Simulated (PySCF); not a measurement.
## Functional dependence of a UV spectrum

Difluorogermane, F₂GeH₂.
Cartesian coordinates in Å at the PBE0-D3(BJ)/def2-SVP level; atoms count from 1:
```
atom  x, y, z in Å
F1    -1.307    1.436   -0.081
Ge2   -0.053    0.247   -0.045
F3     1.422    1.144   -0.142
H4    -0.094   -0.439    1.320
H5    -0.171   -0.602   -1.310
```

Linear-response calculations in the def2-SVPD basis (PySCF; singlets by full response, triplets Tamm–Dancoff, core orbitals frozen in the response; HF means time-dependent Hartree–Fock). 'Strongest' is the level of largest summed f among the singlets computed (10 roots, of which the last may lack a degenerate partner); it can jump between rows when another state enters that window. S1 is the lowest singlet of each run and needn't be the same state throughout; f(S1) is that of one state. Isolated species at its PBE0-D3(BJ)/def2-SVP geometry, gas phase. The LDA/def2-SVPD calculation is non-relativistic and has no spin–orbit coupling, an omission that weighs most on germanium.

| functional | kind | S1 (eV) | f(S1) | strongest (eV) | T1 (eV) | HOMO (eV) | gap (eV) | ionisation energy, ΔSCF (eV) |
| --- | --- | --- | --- | --- | --- | --- | --- | --- |
| LDA | LDA | 7.43 | 0.000 | 8.33 | 7.09 | -8.64 | 7.27 | 12.24 |
| PBE | GGA | 7.58 | 0.000 | 8.35 | 7.13 | -8.57 | 7.44 | 12.13 |
| B3LYP | global hybrid, 20% exact exchange | 8.11 | 0.000 | 9.04 | 7.59 | -9.93 | 9.37 | 12.69 |
| PBE0 | global hybrid, 25% exact exchange | 8.24 | 0.000 | 9.27 | 7.72 | -10.15 | 9.88 | 12.71 |
| BHandHLYP | global hybrid, 50% exact exchange | 8.72 | 0.000 | 9.83 | 8.13 | -11.63 | 12.11 | 13.14 |
| CAM-B3LYP | range-separated hybrid | 8.29 | 0.000 | 9.37 | 7.79 | -11.59 | 12.21 | 12.93 |
| wB97X-D | range-separated hybrid | 8.43 | 0.000 | 9.53 | 8.04 | -12.07 | 13.63 | 12.88 |
| LC-wPBE | range-separated hybrid | 8.56 | 0.000 | 9.79 | 7.95 | -12.90 | 14.80 | 13.10 |
| HF | Hartree–Fock | 9.57 | 0.000 | 12.24 | 8.48 | -13.87 | 16.10 | not settled |

S1 runs from 7.43 eV (LDA) to 9.57 eV (HF), a spread of 2.14 eV, while the orbital gap spreads over 8.8 eV. Along PBE (0%), B3LYP (20%), PBE0 (25%), BHandHLYP (50%), HF (100%) S1 rises with the share of exact exchange. −ε(HOMO) comes closest to its own ΔSCF ionisation energy with LC-wPBE (-0.19 eV) and misses most with LDA (-3.60 eV). 'Not settled' means that the ion's SCF failed to converge or may have ended in another state than the lowest.

Without π bonds the low states are Rydberg-like; a valence basis with one diffuse set may place them up to an eV too high.
